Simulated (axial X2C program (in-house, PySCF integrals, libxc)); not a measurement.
OsC⁺: from the spin-free to the two-component result

All values were computed with an in-house all-electron X2C program for linear molecules (integrals from PySCF). Spin-free means the one-electron spin-free X2C Hamiltonian; two-component (2c) means X2C with spin–orbit coupling and atomic mean-field two-electron Coulomb and Gaunt terms, so the difference of the two also holds small scalar two-electron terms. Basis: Os dyall-cv3z [13s14p9d6f4g], C dyall-v3z [7s6p2d1f] (cores contracted in-house); Gaussian nuclei, density fitting, unrestricted open shells. Masses: Os 191.961 u, C 12.000 u.

Spin-free state: M_S = 3/2, Λ = 0 (beyond evenly filled blocks: σα, δ+α, δ-α); fragments Os+ + C.

```csv
level,Re (Å),ωe (cm⁻¹),De (eV),μ (D)
PBE0,1.674,1055.3,6.114,-1.49
TPSS,1.692,1027.0,6.747,-1.38
```

Dipoles are positive if C is the positive end and refer to the centre of mass.

Two-component determinant lowest at the distance of the search:

Ω = 3/2 (⟨Sz⟩ = 1.48, ⟨Lz⟩ = 0.02 at PBE0); fragments Os+ + C.

```tsv
level	Re (Å)	ωe (cm⁻¹)	De (eV)	μ (D)
PBE0	1.676	1042.2	5.772	-1.47
TPSS	1.694	1016.6	6.520	-1.36
```

(1) From the two tables, how do the constants change at the PBE0 level (2c against spin-free)?

The state is one determinant whose occupation by symmetry is held fixed; it was picked as the lowest of a PBE0 search that is not exhaustive. Dissociation energies refer to the lowest single-determinant-based atoms at the same level and basis. Density functionals use the spin component along the axis (collinear). The 2c atoms are single determinants rather than J levels; their spin–orbit lowering is only partly caught, and De is too large by that part. This holds for PBE0, TPSS. Other states lie close and PBE0, whose exact exchange favours high spin, may order them wrongly; the determinant shown need not be the ground state. The nearest other spin-free determinant of the search, M_S = 1/2, Λ = 2, lies 0.52 eV up at the distance of the search. Without a current term, density functionals place determinants with orbital angular momentum somewhat too high. With several unpaired electrons one determinant need not be a pure state. At some level and bond length an empty orbital lies below a filled one. This is the top spin component of a Σ state; components of lower Ω are not single determinants and can lie lower. The determinant is spin-polarised beyond a pure state at some levels (its spin-free form has ⟨S²⟩ too high), which makes Re and μ there less reliable.

Answers

(1) At the PBE0 level Re increases by 0.002 Å and ωe goes down by 13.1 cm⁻¹; De is not compared, since the atomic limits differ or miss part of their spin–orbit lowering.
